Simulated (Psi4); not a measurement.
C$_{4}$H$_{12}$Ge (SMILES [CH3][Ge]([CH3])([CH3])[CH3]), singlet, geometry from GFN2-xTB. Base run: PBE0/6-31G (Psi4 1.11).

Geometry (Å):
```xyz
17

C     -0.2395    -1.0660    -1.6599
Ge     0.0000     0.0000     0.0000
C     -0.0672     1.9365    -0.4409
C     -1.4523    -0.4379     1.2837
C      1.7590    -0.4327     0.8171
H     -1.1957    -0.8462    -2.1254
H     -0.2064    -2.1298    -1.4439
H      0.5441    -0.8434    -2.3782
H      0.0616     2.5407     0.4523
H     -1.0211     2.1976    -0.8896
H      0.7187     2.2004    -1.1424
H     -2.4253    -0.2095     0.8587
H     -1.4359    -1.4930     1.5402
H     -1.3426     0.1336     2.2007
H      1.8196    -1.4878     1.0672
H      2.5700    -0.2014     0.1328
H      1.9129     0.1389     1.7276
```
Charge 0, spin multiplicity 1.
All else is at Psi4's defaults (density fitting, Cartesian functions).

Each row names what was changed in the base input (with any setting that the change needs).

| change | E (Eh) | core-seconds (rough) | outcome |
|---|---|---|---|
| base | -2235.70533 | 20 | converged |
| functional = wb97m-v | - | - | cut at the time limit |
| functional = revpbe | -2236.08804 | 20 | converged |
| functional = hf (with energy('scf')) | -2232.91727 | 5 | converged |
| functional = cam-b3lyp | -2236.21110 | 20 | converged |
| functional = hse06 | -2235.71116 | 50 | converged |
| functional = svwn | -2232.95409 | 10 | converged |
| functional = b97m-v | - | - | cut at the time limit |
| functional = tpssh | -2236.23307 | 50 | converged |
| functional = wb97x-v | - | - | cut at the time limit |

Absolute energies of different levels of theory aren't comparable as measures of quality.
